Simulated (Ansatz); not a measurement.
Breaking the Sn1–H3 bond in H5NSn (SMILES [NH2][SnH3]) (multiplicity 1 held, fragments rigid). Energies count from the point at 1.709 Å.
Geometry at that point (charge 0, multiplicity 1):
```xyz
7

Sn    -0.282     0.028     0.024
N      1.743    -0.143    -0.238
H     -0.986    -1.025    -1.123
H     -0.651     1.666    -0.293
H     -0.811    -0.395     1.607
H      2.081    -1.089    -0.097
H      2.274     0.460     0.380
```

Restricted levels (R-, RO-) in cc, def2 and unpolarised 6-31G sets keep to the state of the molecule at rest. Active spaces are followed from a long bond inwards. Levels need not reach the same state.

Frozen-core correlation. Filled d and f shells under p-block atoms count as core.

Run with Ansatz (a program for electronic structure) with Gaussian orbitals.  In def2 rows elements past Kr take small-core potentials, without spin–orbit coupling.

Problem. Estimate the energy at R = 5.468 Å that R-MP2/def2-SVP returns for this input.

Solution. 102.1 kcal/mol

Problem. Predict the energy at R = 5.468 Å from FIC-MRCISD+Q on CASSCF(2,2)/def2-SVP.

Solution. 76.8 kcal/mol

Doubts at one or more of the structures used: a restricted determinant that unrestricted orbitals would lower (R-MP2/def2-SVP).
